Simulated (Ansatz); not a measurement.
Compare A (`C[O][GeH2][C]#N`) with its isomer B (`N=[C]1[CH2][GeH]1[OH]`).

Gas-phase electronic energies from Ansatz, PBE0-D4/def2-TZVP geometries. CCSD(T)/CBS adds triple-zeta CCSD(T) − MP2 to the extrapolated MP2 energy (def2 sets, frozen cores). DFT in def2-TZVPP. B3LYP here is the variant with VWN-RPA as its local correlation; programs differ in this. For Ge outer-core shells are correlated without core-valence functions, which leaves a few kJ/mol of doubt a bond. Scalar relativity is left out up to krypton. One conformer a species, not always the lowest.

A:

```xyz
10

C    -0.7527   -0.0758    1.5955
O    -0.7685    0.2130    0.2145
Ge    0.7036   -0.0870   -0.7125
C     0.2250    0.4333   -2.4972
N    -0.0193    0.7340   -3.5810
H    -0.0061    0.5217    2.1341
H    -0.5585   -1.1377    1.7933
H    -1.7379    0.1700    1.9955
H     1.8526    0.8071   -0.2295
H     1.0619   -1.5785   -0.7126
```

B:

```xyz
10

N    -0.4210    1.5698    1.5223
C    -0.2150    0.6292    0.7208
C     0.5285   -0.6737    0.8442
Ge   -0.4971   -0.5165   -0.8268
O     0.3844   -0.3472   -2.3587
H    -1.0218    2.2865    1.1145
H     1.6077   -0.5739    0.7129
H     0.2757   -1.3239    1.6809
H    -1.7639   -1.3136   -1.1197
H     1.1224    0.2632   -2.2904
```

(1) Which isomer does CCSD(T)/CBS put lower? Give the gap. (Best estimate.)

(2) Give E(B) − E(A) in kJ/mol with B2PLYP, HF/def2-TZVPP, ωB97M-V, MP2/def2-TZVPP, PBE-D4, CCSD/def2-TZVPP, B3LYP-D4. (An estimate is asked.)

Largest T1 diagnostic: 0.013.

Results:

(1) Computed: A, by 126.2 kJ/mol.

(2) Computed: B2PLYP 137.0, HF/def2-TZVPP 193.4, ωB97M-V 126.0, MP2/def2-TZVPP 139.3, PBE-D4 86.2, CCSD/def2-TZVPP 147.7, B3LYP-D4 125.0. None reverses the order clearly.

From PBE to PBE0 (25 % exact exchange), in def2-TZVPP and without D4, E(B) − E(A) moves by +12.2 kJ/mol. In def2-TZVPP, CCSD(T) changes the Hartree–Fock value by −54.1 kJ/mol (the triples alone add −8.4 kJ/mol) and MP2 by −54.2 kJ/mol.
